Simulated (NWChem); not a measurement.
Species: GeH3Cl; SMILES [Cl][GeH3]

```xyz
5

Ge     0.0000     0.0000    -0.6965
Cl     0.0000     0.0000     1.4909
H      1.4175    -0.4022    -1.1459
H     -0.3604     1.4287    -1.1459
H     -1.0570    -1.0265    -1.1459
```
Atoms are numbered in this order, from 1.

Coordinates come from a B3LYP/6-31G* (spherical d) optimisation.

Task: List the 4 lowest vertical singlet excitations and the 4 lowest triplet ones from LDA (Slater exchange, VWN5)/def2-SVPD, full TDDFT (NWChem).

Result: 
```
state  energy (eV)  oscillator strength  leading excitation (squared amplitude)
-----  -----------  -------------------  --------------------------------------
S1            5.90                0.014                      HOMO → LUMO (0.99)
S2            5.90                0.014                    HOMO−1 → LUMO (0.99)
S3            6.73                0.002                    HOMO → LUMO+1 (0.99)
S4            6.73                0.002                  HOMO−1 → LUMO+1 (0.99)
T1            5.52       spin-forbidden                      HOMO → LUMO (1.00)
T2            5.52       spin-forbidden                    HOMO−1 → LUMO (1.00)
T3            6.56       spin-forbidden                    HOMO → LUMO+1 (0.98)
T4            6.56       spin-forbidden                  HOMO−1 → LUMO+1 (0.98)
```
